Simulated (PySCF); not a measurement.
## UHF on O⁺ (oxygen, charge +1)

Configuration: [He] 2s2 2p3, high-spin 4S determinant. All numbers are calculated (PySCF 2.14, no relativity, point nucleus, in def2-SVP (3s2p1d, 14 functions)).

| Quantity | Value |
| --- | --- |
| Total energy | -74.276071 hartree |
| One-electron energy | -98.2952 hartree |
| Hartree (Coulomb) energy | 31.9064 hartree |
| Exchange energy | -7.8872 hartree |
| Kinetic energy | 74.36880 hartree |
| ⟨S²⟩ | 3.7558 |
| ⟨L²⟩ | 0.000 |
| Sum of ⟨r⟩ | 5.864 bohr |
| Sum of ⟨r²⟩ | 7.554 bohr² |
| Density at the nucleus (Gaussians lack the cusp) | 283 bohr⁻³ |
| Spin density at the nucleus | 1.23 bohr⁻³ |
| Langevin diamagnetic susceptibility | -5.98 ×10⁻⁶ cm³/mol |
| Time after the integrals | 0.03 s of wall time on 1 thread of Neoverse-V2 (shared host) |

| shell | electrons | mean orbital energy (hartree) | rms radius, mean of both spins (bohr) |
| --- | --- | --- | --- |
| 1s α | 1 | -21.41265 | 0.231 |
| 1s β | 1 | -21.27222 | 0.231 |
| 2s α | 1 | -2.04875 | 1.22 |
| 2s β | 1 | -1.51440 | 1.22 |
| 2p α | 3 | -1.33628 | 1.22 |
